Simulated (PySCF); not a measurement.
Si(F)(H)(SiH3)2 (FH7Si3), SMILES [SiH]([SiH3])([SiH3])F. Coordinates come from a PBE-D3(BJ)/def2-SVP optimisation. This is a generated structure with no PubChem entry under its InChIKey; it may be hypothetical.

Level of theory: PBE-D3(BJ)/def2-SVP (PySCF).

Harmonic wavenumbers (cm⁻¹): 86, 89, 100, 151, 154, 360, 399, 412, 500, 509, 536, 695, 774, 822, 825, 859, 893, 896, 897, 906, 2133, 2147, 2151, 2165, 2167, 2171, 2173. Rotational constants (GHz): 3.734, 1.893, 1.385; symmetry number 1.

Q: Work out the zero-point energy and the ideal-gas rigid-rotor harmonic-oscillator thermochemistry at 298.15 K and 1 atm.

A: ZPE = ½ Σ hcν = ½ × 25971 cm⁻¹ = 37.13 kcal/mol. H − E(el) = 43.11 kcal/mol. Entropy in cal/(mol K): translation 40.01, rotation 27.89, vibration 22.70, total 90.59. G − E(el) = 16.10 kcal/mol. Cp = 31.11 cal/(mol K). Modes under 150 cm⁻¹ make the vibrational entropy uncertain.
